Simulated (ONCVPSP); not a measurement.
Transferability test, ONCV potential for palladium

| Property | Result |
| --- | --- |
| Element | palladium (Pd) |
| Generator | ONCVPSP 4.0.1 |
| Type | optimised norm-conserving Vanderbilt (ONCV) |
| Functional | PW91 |
| Relativity | scalar-relativistic |
| Frozen core | [Ar] 3d10 |
| Valence charge | 18 |
| Reference configuration | 4s2 4p6 4d9 5s1 |
| Partial waves | 4s+5s: rc 1.40 bohr, ncon 4, nbas 7, qcut 7.1 1/bohr, 3 projectors, debl 3.6 Ha; 4p: rc 1.10 bohr, ncon 4, nbas 8, qcut 6.2 1/bohr, 2 projectors, debl 0.5 Ha; 4d: rc 1.75 bohr, ncon 5, nbas 10, qcut 8.3 1/bohr, 2 projectors, debl 2.6 Ha; f scattering state at 0.12 Ha: rc 1.85 bohr, ncon 4, nbas 7, qcut 7 1/bohr, 2 projectors, debl 2.7 Ha |
| Local potential | polynomial inside 0.70 bohr (lpopt 5, dvloc0 6 Ha) |
| Core correction | Teter function, fcfact 3.5, rcfact 1.05 |

In the p channel the program set the typed energies aside and used -2.004, 0.250 Ha.

Energies are relative to the spin-unpolarised reference configuration 4s2 4p6 4d9 5s1; without spin polarisation the order of configurations can differ from experiment.

Task: Give the all-electron excitation energy and the error of the potential for: 4s2 4p6 4d10 5s0; 4s2 4p6 4d9 5s0; 4s2 4p6 4d8 5s0; 4s2 4p6 4d9 5s0 5p1.

Result:

| valence configuration | charge | ΔE all-electron (eV) | error AE − PS (meV) |
| --- | --- | --- | --- |
| 4s2 4p6 4d10 5s0 | 0 | -1.505 | -2.7 |
| 4s2 4p6 4d9 5s0 | +1 | 7.680 | -1.5 |
| 4s2 4p6 4d8 5s0 | +2 | 28.575 | -1.7 |
| 4s2 4p6 4d9 5s0 5p1 | 0 | 3.774 | -0.8 |

Note: ghosts flagged at negative energy: d at -655.0 eV; GHOST(+) flagged for s at 225.7 eV, p at 403.4 eV. A true bound ghost makes a file unfit for plane-wave use.
